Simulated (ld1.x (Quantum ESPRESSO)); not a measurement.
## Zn (Z = 30): from the effect back to the setting (PAW)

Base potential:

zinc, PAW, made with ld1.x (Quantum ESPRESSO) 7.5 (PBE, scalar-relativistic). Core [Ne], reference 3s2 3p6 3d10 4s1.5 4p0 (charge +0.5). Waves: 3s (bound): rcut 0.95, rcutus 1.00 bohr; 4s (bound): rcut 0.95, rcutus 1.00 bohr; 3p (bound): rcut 1.00, rcutus 1.10 bohr; 4p (bound, empty): rcut 1.00, rcutus 1.10 bohr; 3d (bound): rcut 0.80, rcutus 1.05 bohr; 3d channel at -0.35 Ry: rcut 0.80, rcutus 1.05 bohr. Local part: all-electron potential smoothed inside 0.80 bohr (lloc = -2). Core correction: a·sin(br)/r model core, default radius (ld1.x builds one for every PAW set, though the input has nlcc=.false.). Augmentation charge: GAUSS, radius 0.70 bohr.

Cutoffs, loose and tight: the cutoffs (Ry, on a coarse ladder) from which the occupation-weighted sum of valence levels, in a spherical-Bessel basis at the reference potential, stays within 10 and 1 mRy of its value at 400 Ry. They do not see the model core or the augmentation charge, which bear on the density cutoff. Test errors are all-electron minus pseudo excitation energies from the reference, over the configurations 3s2 3p6 3d10 4s2 4p0; 3s2 3p6 3d10 4s1 4p0; 3s2 3p6 3d10 4s0 4p0; 3s2 3p6 3d9 4s0 4p0; 3s2 3p6 3d10 4s0 4p1; 3s2 3p6 3d10 4s0 4p2; 3s2 3p6 3d9 4s2 4p1; variants that change the core or the reference have their own tests. The largest error is taken over the tests solved by every variant that gives reliable tests at all, those not shown here included: 3s2 3p6 3d10 4s0 4p0; 3s2 3p6 3d10 4s0 4p1; 3s2 3p6 3d10 4s0 4p2; 3s2 3p6 3d10 4s1 4p0; 3s2 3p6 3d10 4s2 4p0.

A file whose overlap is not positive is unfit for use, and its test errors describe a broken file.

Only the scale of all radii but the core radius (base = 1) is moved (3 further runs of the sweep failed or gave no value and are left out):

```json
{"scale of all radii but the core radius (base = 1)": "0.74", "cutoff, loose": "260 Ry", "cutoff, tight": "over 300 Ry", "bound ghosts": "none", "largest test error (meV)": "-1.5"}
{"scale of all radii but the core radius (base = 1)": "0.84", "cutoff, loose": "200 Ry", "cutoff, tight": "300 Ry", "bound ghosts": "none", "largest test error (meV)": "-1.9"}
{"scale of all radii but the core radius (base = 1)": "0.88", "cutoff, loose": "180 Ry", "cutoff, tight": "300 Ry", "bound ghosts": "none", "largest test error (meV)": "-2.1"}
{"scale of all radii but the core radius (base = 1)": "1.03", "cutoff, loose": "140 Ry", "cutoff, tight": "230 Ry", "bound ghosts": "none", "largest test error (meV)": "-2.6"}
{"scale of all radii but the core radius (base = 1)": "1.33", "cutoff, loose": "70 Ry", "cutoff, tight": "110 Ry", "bound ghosts": "none", "largest test error (meV)": "-3.7"}
{"scale of all radii but the core radius (base = 1)": "1.4", "cutoff, loose": "60 Ry", "cutoff, tight": "100 Ry", "bound ghosts": "none", "largest test error (meV)": "-5.1"}
```

Question: One more run gave cutoff, loose: 110 Ry; cutoff, tight: 180 Ry; bound ghosts: none; largest test error (meV): -2.3. Which value of the scale of all radii but the core radius (base = 1) was used?

Answer: 1.1. The loose cutoff moves one way along this sweep, from 260 Ry at 0.74 to 60 Ry at 1.4, which places the run between 1.03 and 1.33.
